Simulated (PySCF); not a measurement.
CCl2F, SMILES F[C](Cl)Cl (connectivity only; charge and spin as stated), charge +1, multiplicity 1.

Coordinates come from a PBE-D3(BJ)/def2-SVP optimisation. The multiplicity is an assumed one; other spin states were not compared. The isomer is the one that the SMILES or the coordinates give; other isomers of the formula were not compared.

These are PBE-D3(BJ)/def2-SVP in PySCF values and carry that method's errors.

Frequencies are harmonic and unscaled.

| mode | ν (cm⁻¹) | IR (km/mol) | moving atoms (share of kinetic energy) |
|---|---|---|---|
| 1 | 324 | 0.3 | Cl 72 %, F 18 %, C 11 % |
| 2 | 438 | 2.8 | F 59 %, Cl 40 % |
| 3 | 577 | 3.4 | C 87 % |
| 4 | 638 | 2.5 | Cl 58 %, F 32 %, C 10 % |
| 5 | 1120 | 381.0 | C 86 %, Cl 13 % |
| 6 | 1367 | 277.6 | C 68 %, F 32 % |
